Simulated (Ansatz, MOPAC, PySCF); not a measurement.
Scan of Al₂O, singlet: symmetric bend, bond length relaxed. Scanned: Al-O-Al angle. Other coordinates (O-Al bond length) were minimised at B3LYP/def2-TZVP.

Computed with: RKS-B3LYP/3-21G = restricted B3LYP/3-21G (PySCF 2.14.0); RKS-M06-2X/6-31G* = restricted M06-2X/6-31G*, spherical d (PySCF); AM1, restricted, heats of formation (MOPAC); CCSD(T)/aug-cc-pVQZ = CCSD(T) on RHF/aug-cc-pVQZ, frozen core (Ansatz, a first-principles code).

Energies relative to the lowest point of each profile, in kJ/mol:

```csv
a / °,RKS-B3LYP/3-21G,RKS-M06-2X/6-31G*,AM1
180,0.0,0.0,0.0
167,2.1,0.7,0.9
157,6.8,2.1,2.8
147,14.2,4.7,5.9
137,24.8,8.7,10.8
127,39.0,15.2,18.0
117,57.6,25.9,28.8
107,81.8,43.3,44.8
97,114.3,69.7,69.3
87,160.9,111.1,113.5
80,207.9,156.6,169.2
```

Question: Predict the corresponding CCSD(T)/aug-cc-pVQZ column.

Answer: 180: 0.0; 167: 0.8; 157: 2.6; 147: 5.8; 137: 11.0; 127: 19.0; 117: 31.3; 107: 49.7; 97: 77.8; 87: 122.0; 80: 168.6 (kJ/mol).
